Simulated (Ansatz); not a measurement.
Consider the substitution at a C–C bond: `[SnH3][CH2]C1=CC1` + `O[SiH3]` → `[SiH3]OC1=CC1` + `[CH3][SnH3]`.

Gas-phase electronic energies from Ansatz, PBE0-D4/def2-TZVP geometries. CBS: MP2 limit from def2 TZ/QZ plus the TZ coupled-cluster correction, frozen cores. DFT in def2-TZVPP. B3LYP here is the variant with VWN-RPA as its local correlation; programs differ in this. def2 core potentials past Kr. For Sn outer-core shells are correlated without core-valence functions, which leaves a few kJ/mol of doubt a bond. One conformer a species, not always the lowest.

```
             level  ΔE (kJ/mol)  difference from CCSD(T)/CBS
           PBE0-D4         45.8                         -7.0
          B3LYP-D4         43.3                         -9.5
           ωB97X-V         42.5                        -10.3
           ωB97M-V         45.0                         -7.8
            B2PLYP         45.1                         -7.7
               PBE         41.0                        -11.8
SCS-MP2/def2-TZVPP         51.6                         -1.2
SCS-MP2/def2-QZVPP         54.0                          1.2
      HF/CBS(def2)         40.7                        -12.1
     MP2/CBS(def2)         60.6                          7.8
       CCSD(T)/CBS         52.8                            0
```

Largest T1 diagnostic among the species: 0.012.

In def2-TZVPP, CCSD(T) changes the Hartree–Fock value by +7.8 kJ/mol (the triples alone add +0.0 kJ/mol) and MP2 by +15.7 kJ/mol. From PBE to PBE0 (25 % exact exchange), in def2-TZVPP and without D4, ΔE moves by +3.0 kJ/mol.
